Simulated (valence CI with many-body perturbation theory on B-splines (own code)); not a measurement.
# Forbidden lines of Rb XIV

Calculated by valence CI with perturbative core correlation (CI+MBPT): six valence electrons over a frozen Dirac-Fock core [Ar], a basis of 7 s, 7 p, 8 d, 6 f, 4 g, 1 h functions for each j, with the one-electron correlation potential Σ1, the two-electron term Σ2, the three-electron term Σ3, Breit, model QED; selected CI, second order for the rest, scaled by the run's own slope (own B-spline code, finite nucleus).

No measured levels were compared; by estimate terms of the open shell hold to 2 to 4 % of their energy, and close levels can change places. Core correlation moves these levels by up to 6200 cm⁻¹, and in measured spectra 5 to 20 % of such shifts remained as error; rates that hang on mixing are uncertain with them. Among the levels kept, up to 670 cm⁻¹ of a level comes from second order outside the variational space, and about a tenth of that is noise between levels of different J, which matters for small intervals. Only levels of the ground parity were solved; by the run's estimate the other parity begins above the list, which can be wrong where configurations are misplaced.

Lines 51 to 100 of 120 in falling wavelength, among levels below 35.279 eV, chosen from the decays that carry over 1 % of a level's rate. Wavelengths and rates use the calculated energies, so an error of 2000 cm⁻¹ moves a line at 252.5 nm by 5 % and its rate by three times that or more. Electric multipoles are in the length gauge, E1 and E2 with the static RPA response of the core. Weak lines are less certain than strong ones. Lines between different terms over intervals too small for the method are left out, as are lines whose strength nearly cancels. Branching is blank where the lifetime is uncertain.

Names give the largest LS component (configuration and term), which can be under half, so a name can repeat, a term be missing and a line seem to break the LS rules; names also repeat where a configuration has a term twice. Letters in brackets count levels of one name in rising energy.

```
λ vac (nm)         Upper         Lower  Type   A (s⁻¹)  Branch %
     252.5      3d⁶ ¹F_3      3d⁶ ³G_3    M1  5.90e+00       6.1
     251.3  3d⁶ ³P_2 [a]      3d⁶ ⁵D_1    M1  4.18e+01      14.6
     241.0  3d⁶ ¹D_2 [a]  3d⁶ ³F_2 [a]    M1  7.01e+01      25.5
     239.8      3d⁶ ¹F_3      3d⁶ ³G_4    M1  2.28e+01      23.7
     239.6  3d⁶ ¹G_4 [a]  3d⁶ ³H_4 [a]    M1  4.99e+00       1.7
     228.8  3d⁶ ¹D_2 [a]  3d⁶ ³F_3 [a]    M1  9.63e+01      35.1
     225.4  3d⁶ ³P_0 [b]      3d⁶ ³D_1    M1  4.39e+01          
     219.4  3d⁶ ³P_2 [a]      3d⁶ ⁵D_3    M1  2.44e+02      85.1
     218.1  3d⁶ ³H_4 [a]      3d⁶ ⁵D_3    M1  1.21e+01      10.4
     204.9  3d⁶ ³P_1 [b]      3d⁶ ³D_1    M1  3.10e+01          
     195.0  3d⁶ ³P_1 [b]      3d⁶ ³D_2    M1  4.39e+00          
     192.3  3d⁶ ³F_2 [a]      3d⁶ ⁵D_1    M1  1.63e+01      21.0
     191.1  3d⁶ ³F_3 [a]      3d⁶ ⁵D_2    M1  2.46e+01      15.7
     189.5  3d⁶ ³H_4 [a]      3d⁶ ⁵D_4    M1  1.04e+02      89.6
     187.5      3d⁶ ¹F_3  3d⁶ ³F_2 [a]    M1  3.64e+00       3.8
     187.2      3d⁶ ³F_4      3d⁶ ³D_3    M1  3.63e+01          
     186.2  3d⁶ ¹D_2 [a]  3d⁶ ³P_2 [a]    M1  3.17e+01      11.6
     183.4  3d⁶ ³F_2 [a]      3d⁶ ⁵D_2    M1  4.57e+01      58.6
     183.3      3d⁶ ³H_6      3d⁶ ⁵D_4    E2  1.93e-04     100.0
     180.1      3d⁶ ¹F_3  3d⁶ ³F_3 [a]    M1  2.12e+00       2.2
     179.9  3d⁶ ³F_3 [a]      3d⁶ ⁵D_3    M1  9.06e+01      57.8
     178.4      3d⁶ ³H_5      3d⁶ ⁵D_4    M1  1.04e+00      65.4
     175.6  3d⁶ ³H_4 [b]      3d⁶ ⁵D_3    M1  1.59e+01      10.3
     174.4  3d⁶ ³P_1 [a]      3d⁶ ⁵D_0    M1  7.80e+01      18.5
     173.0  3d⁶ ³F_2 [a]      3d⁶ ⁵D_3    M1  1.51e+01      19.4
     169.3  3d⁶ ³P_0 [a]      3d⁶ ⁵D_1    M1  3.30e+02     100.0
     164.7  3d⁶ ³P_1 [a]      3d⁶ ⁵D_2    M1  1.89e+02      44.7
     161.5  3d⁶ ³P_0 [b]  3d⁶ ³P_1 [a]    M1  1.67e+02          
     160.0  3d⁶ ³F_3 [a]      3d⁶ ⁵D_4    M1  2.82e+01      18.0
     156.6  3d⁶ ³H_4 [b]      3d⁶ ⁵D_4    M1  1.07e+02      69.0
     153.2      3d⁶ ¹F_3  3d⁶ ³H_4 [a]    M1  2.45e+01      25.5
     152.7  3d⁶ ³P_1 [b]  3d⁶ ³P_0 [a]    M1  6.93e+00          
     152.6      3d⁶ ¹F_3  3d⁶ ³P_2 [a]    M1  3.28e+00       3.4
     152.1      3d⁶ ³F_4      3d⁶ ³G_4    M1  2.08e+01          
     150.7  3d⁶ ³P_1 [b]  3d⁶ ³P_1 [a]    M1  4.81e+00          
     146.5      3d⁶ ³G_3      3d⁶ ⁵D_2    M1  5.93e+00       7.1
     144.1      3d⁶ ³G_4      3d⁶ ⁵D_3    M1  5.25e+00      11.0
     142.4      3d⁶ ³F_4      3d⁶ ³G_5    M1  8.40e+01          
     139.8      3d⁶ ³G_3      3d⁶ ⁵D_3    M1  1.80e+01      21.6
     139.2      3d⁶ ³G_5      3d⁶ ⁵D_4    M1  2.00e+00       3.7
     136.5      3d⁶ ³D_2      3d⁶ ⁵D_1    M1  1.58e+01      13.7
     133.5      3d⁶ ³D_1      3d⁶ ⁵D_0    M1  3.22e+01      20.2
     132.0      3d⁶ ³D_1      3d⁶ ⁵D_1    M1  7.84e+01      49.3
     131.9      3d⁶ ³D_2      3d⁶ ⁵D_2    M1  5.21e+01      45.2
     131.0      3d⁶ ³G_4      3d⁶ ⁵D_4    M1  1.89e+01      39.7
     127.9      3d⁶ ³F_4  3d⁶ ³H_4 [b]    M1  2.40e+01          
     127.8      3d⁶ ³D_1      3d⁶ ⁵D_2    M1  2.82e+01      17.7
     127.5      3d⁶ ³G_3      3d⁶ ⁵D_4    M1  2.36e+00       2.8
     127.4      3d⁶ ³D_3      3d⁶ ⁵D_2    M1  8.93e+00       4.3
     126.5      3d⁶ ³D_2      3d⁶ ⁵D_3    M1  2.41e+00       2.1
```
